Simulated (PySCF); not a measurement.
Atoms are numbered as in `[CH3:1][GeH2:2][Cl:3]`. Each H is labelled by its parent atom.

Geometry: PBE0-D3(BJ)/def2-SVP; GIAO shifts from PySCF 2.14, gas phase, non-relativistic, averaged over equivalent atoms.

At PBE0/pcSseg-1 (107 basis functions, 6.4 s wall time on 1 thread of an Arm Neoverse V1, shared host):
```csv
atoms,δ (ppm)
C1,2.0
Ge2,-6.0
Cl3,-69.7
H(Ge2),5.27
H(C1),0.69
```

Referencing at the same level of theory: TMS for $^{13}$C (σ = 184.41 ppm) and $^{1}$H (σ = 31.27 ppm); GeMe4 for $^{73}$Ge (σ = 1330.28 ppm); $^{35}$Cl (σ = 943.27 ppm) vs HCl.

**Question.** Estimate the result of repeating the calculation with HF/pcSseg-2.

**Answer.** 
```tsv
atoms	δ at HF/pcSseg-2	change
C1	-0.4	-2.4
Ge2	-32.6	-26.6
Cl3	-114.5	-44.8
H(Ge2)	4.78	-0.49
H(C1)	0.59	-0.10
```

Shifts are taken against calculated references (same method and geometry level): $^{13}$C (σ = 191.47 ppm) and $^{1}$H (σ = 31.68 ppm) against TMS; $^{73}$Ge (σ = 1492.80 ppm) vs GeMe4; HCl for $^{35}$Cl (σ = 944.88 ppm).

The largest change is at Cl3 (chlorine bonded to Ge). Cost: 212 basis functions, 9.4 s wall time on 1 thread of an Arm Neoverse V1, shared host.

Relativistic effects, spin–orbit coupling among them, are left out; they matter for Ge and for the light atoms bonded to it.
